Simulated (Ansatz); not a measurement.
C$_{2}$H$_{7}$GeNO, SMILES `C[N](C)[Ge][OH]`, relaxed with RKS PBE-D4/def2-SVP in the Gaussian-basis code of Ansatz from a rough embedded geometry. The force threshold is 0.03 eV/Å; the program also tests the step.

Charge 0, multiplicity 1.

Start:

```xyz
12

C    -0.728    0.436    0.970
N    -0.037   -0.734    0.505
C     1.340   -0.385    0.288
Ge   -0.737   -1.303   -1.173
O    -0.652   -0.064   -2.367
H    -0.763    1.278    0.235
H    -1.840    0.163    1.122
H    -0.377    0.796    1.909
H     1.933   -1.206   -0.066
H     1.835   -0.007    1.237
H     1.453    0.464   -0.461
H    -1.426    0.563   -2.198
```

```tsv
step	energy (eV)	largest force (eV/Å)	largest move (Å)
1	-62215.8727	2.846	0.000
2	-62216.4337	1.829	0.195
3	-62216.6845	1.178	0.195
4	-62216.7895	2.327	0.195
5	-62216.9295	1.687	0.200
6	-62217.0629	0.925	0.194
7	-62217.1915	0.633	0.200
8	-62217.3090	0.699	0.195
9	-62217.4153	0.367	0.200
10	-62217.4626	0.502	0.195
11	-62217.5076	0.271	0.200
12	-62217.5114	0.203	0.117
13	-62217.5195	0.234	0.101
14	-62217.5225	0.028	0.046
15	-62217.5230	0.017	0.034
16	-62217.5233	0.028	0.040
```

End:

```xyz
12

C    -0.611    0.738    0.566
N     0.212   -0.236   -0.108
C     1.550   -0.358    0.437
Ge   -0.242   -1.319   -1.571
O    -1.916   -0.723   -1.948
H    -0.238    1.783    0.432
H    -1.658    0.704    0.197
H    -0.655    0.548    1.666
H     2.123   -1.129   -0.120
H     1.537   -0.656    1.513
H     2.121    0.599    0.371
H    -2.224    0.050   -1.434
```

Hardware: 4 threads of an Arm Neoverse V2 on a shared host. Wall time 22 s, peak host memory 0.18 GiB.
